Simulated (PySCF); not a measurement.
ClI, triplet, at a GFN2-xTB geometry (a higher spin typed on purpose: for a closed-shell molecule this is an excited state) (all electrons, no relativity). Base run: PySCF with HF/STO-3G.

The PySCF input:
```python
from pyscf import gto, scf

mol = gto.Mole()
mol.atom = '''
    Cl   -0.00000000   -0.00000000   -2.11796384
    I     0.00000000    0.00000000    0.67934689
'''
mol.basis = 'sto-3g'
mol.spin = 2
mol.verbose = 4
mol.build()

mf = scf.UHF(mol)
mf.kernel()
mf.analyze()
```

The base run was repeated with changes; each row names its change, and settings that it needs were set with it.

```csv
change,basis functions,E (Eh),HOMO (eV),dipole (D)
base,36,-7305.17909,-6.57,2.25
basis = 3-21G,44,-7344.57172,-10.49,2.68
basis = 6-311G**,88,-7376.27443,-10.71,2.52
```

Totals compare only among sets that treat the same electrons; sets with core potentials leave the core out.

Open shells are given as the SCF converged; they aren't shown to be the lowest states, and a large step between rows can be another state.
